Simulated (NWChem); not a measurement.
GeH3F; SMILES [F][GeH3]

```xyz
5

Ge     0.0000     0.0000    -0.2775
F      0.0000     0.0000     1.4664
H     -0.4332    -1.4064    -0.7170
H      1.4345     0.3281    -0.7170
H     -1.0014     1.0783    -0.7170
```
Atoms are numbered in this order, from 1.

Level: PBE0/def2-SVP (NWChem), optimised geometry, unscaled harmonic frequencies. 

| frequency (cm⁻¹) | IR intensity (km/mol) |
|---|---|
| 649 | 44.3 |
| 649 | 44.3 |
| 715 | 76.5 |
| 868 | 65.5 |
| 868 | 65.5 |
| 896 | 95.8 |
| 2181 | 20.5 |
| 2189 | 131.4 |
| 2189 | 131.4 |

```json
{
  "zero_point_energy": "16.0 kcal/mol",
  "thermal correction to the enthalpy at 298.15 K (with zero-point energy)": "18.7 kcal/mol",
  "heat capacity Cv": "10.2 cal/(mol K)",
  "entropy at 298.15 K and 1 atm (symmetry number 3)": "60.2 cal/(mol K)",
  "dipole_moment": "2.11 D"
}
```

Rigid rotor and harmonic oscillator.
